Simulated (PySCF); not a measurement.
How methods differ on the ionisation energy of Cu

Cu [Ar] 3d10 4s1 (2S) → Cu⁺ [Ar] 3d10 (1S), as a difference of total energies. All numbers are calculated (PySCF 2.14, scalar relativity by spin-free X2C-1e, in jorge-DZP-DKH). Correlated levels: valence: [Ar] frozen. The calculations carry no spin-orbit coupling.

Problem. Order these methods by the ionisation energy they give, lowest first.
A. B3LYP
B. CCSD (valence)
C. SCS-MP2 (valence)
D. CCSD(T) (valence)

Solution. C (6.877 eV), B (6.920 eV), D (6.957 eV), A (7.824 eV).

Errors of the correlated levels include the incompleteness of this basis and the frozen core.

For comparison: 7.726 eV (measured; NIST Atomic Spectra Database, ionization energies).
